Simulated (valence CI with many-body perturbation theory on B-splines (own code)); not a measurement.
Values are calculated unless marked as measured or tabulated.
# Tl¹⁰⁺: what the settings do

Method: valence CI with perturbative core correlation (CI+MBPT): three valence electrons over a frozen Dirac-Fock core [Xe] 4f14, a basis of 6 s, 6 p, 5 d, 5 f, 1 g functions for each j, with the one-electron correlation potential Σ1 (screened to all orders), the two-electron term Σ2, the three-electron term Σ3, Breit, model QED; selected single and double excitations, second order for the rest (own B-spline code, finite nucleus).

No measured spectrum was set against this ion. As an estimate, terms of the open shell hold to 2 to 4 % of their energy, and close levels can change places. Only levels of the ground parity were solved; by the run's estimate the other parity begins above the list, which can be wrong where configurations are misplaced.

The reference run has the lowest level (5d3/2^3) J=3/2 and an ionisation energy of 178.168 eV. Its largest variational space holds 3457 state functions.

Levels are named by their leading jj configuration (3d3/2^4 stands for four electrons in 3d with j = 3/2), which in mixed levels can hold well under half, so a name can repeat and another be missing. Letters in brackets count levels of one name in rising energy.

Changed runs:
A. highest l in the core sums 6 → 4
B. correlating orbitals by l 3 3 3 3 1 → 1 5 3 3 0; core polarisation of operators on → off
C. averaging of valence orbitals over low configurations on → off
D. cutoff of virtual states (hartree) 13122 → 9.39 (bad on purpose)

Excitation energies of the reference run in cm⁻¹, and shifts in cm⁻¹:

```tsv
Level	Reference	A	B	C	D
(5d3/2^2 5d5/2) J=5/2 [a]	17488	+33	-125	+36	-131
(5d3/2^2 5d5/2) J=7/2	27173	+67	+76	+18	-135
(5d3/2^2 5d5/2) J=3/2	27288	+47	+282	-36	-38
(5d3/2^2 5d5/2) J=9/2	30656	+118	+356	-5.0	-98
(5d3/2^2 5d5/2) J=1/2	31956	+75	+321	-39	-26
(5d3/2 5d5/2^2) J=7/2 [a]	48274	+77	+282	+0.9	-214
(5d3/2^2 5d5/2) J=5/2 [b]	48978	+108	+265	-34	-55
(5d3/2 5d5/2^2) J=9/2	51060	+137	+292	+15	-220
(5d3/2 5d5/2^2) J=3/2 [a]	57357	+37	+255	-31	-186
(5d3/2 5d5/2^2) J=1/2	60011	+24	+521	-69	-193
(5d3/2 5d5/2^2) J=11/2	63162	+240	+770	-22	-173
(5d3/2 5d5/2^2) J=5/2 [a]	67657	+132	+604	-68	-90
Ionisation energy (eV)	178.168	+0.126	-0.034	+0.008	-0.462
```
